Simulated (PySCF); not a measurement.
Al(Cl)2(NH3) (AlCl₂H₃N), SMILES [NH3]->[Al+]([Cl])[Cl] (connectivity only; charge and spin as stated), charge +1, multiplicity 1.

Coordinates come from a ωB97X-D3(BJ)/def2-SVP optimisation. The multiplicity is an assumed one; other spin states were not compared. The isomer is the one that the SMILES or the coordinates give; other isomers of the formula were not compared.

Level of theory: TDDFT-PBE/def2-SVPD run with PySCF.

Vertical excitations. 

```
state  energy (eV)  λ (nm)      f                          main pairs
-----  -----------  ------  -----  ----------------------------------
S1            5.84     212  0.006                      HOMO→LUMO 99 %
S2            5.93     209  0.000                   HOMO−1→LUMO 100 %
S3            6.05     205  0.000                   HOMO→LUMO+1 100 %
S4            6.14     202  0.043                    HOMO−2→LUMO 99 %
S5            6.30     197  0.000                  HOMO−2→LUMO+1 99 %
S6            6.37     195  0.053                    HOMO−3→LUMO 98 %
S7            6.51     191  0.053                  HOMO−1→LUMO+1 90 %
S8            6.86     181  0.015                  HOMO−3→LUMO+1 93 %
S9            7.53     165  0.006  HOMO→LUMO+2 69 %, HOMO−4→LUMO 31 %
S10           7.63     162  0.000                 HOMO−1→LUMO+2 100 %
T1            5.63     220      0                     HOMO→LUMO 100 %
T2            5.72     217      0                    HOMO−1→LUMO 99 %
T3            5.86     212      0                    HOMO−2→LUMO 99 %
T4            5.87     211      0                  HOMO−1→LUMO+1 98 %
```
Triplets are in the Tamm–Dancoff approximation, which puts them higher than full response would, so one can lie above its singlet here.
